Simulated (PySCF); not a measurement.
**Working out the excitation energy of Ca**

Ca [Ar] 4s2 (1S) → Ca [Ar] 4s1 4p1 (3P). Computed with PySCF 2.14 in ANO-RCC-VTZP (6s5p2d1f, 38 functions), with scalar relativity by spin-free X2C-1e. Frozen: [Ne]. Energies in hartree (1 hartree = 27.21139 eV):

```
             part   Ca (lower)   Ca (upper)
              UHF  -679.627771  -679.589385
MP2 opposite-spin    -0.186114    -0.163468
    MP2 same-spin    -0.066051    -0.062907
```

Task: What does Hartree-Fock give?

Result: (-679.589385) − (-679.627771) = 0.038386 hartree = 1.045 eV.

Task: What do MP2 and SCS-MP2 (6/5 opposite-spin, 1/3 same-spin) give?

Result: The opposite-spin parts differ by 0.616 eV and the same-spin parts by 0.086 eV. MP2: 1.045 + (0.616) + (0.086) = 1.747 eV. SCS-MP2: 1.045 + 1.2 × (0.616) + (0.086)/3 = 1.813 eV.

Measured between the centres of the two terms (NIST): 1.892 eV, so MP2 (valence and next inner shell) is off by -0.145 eV.

What remains against the reference includes basis incompleteness, the frozen core and correlation beyond second order.
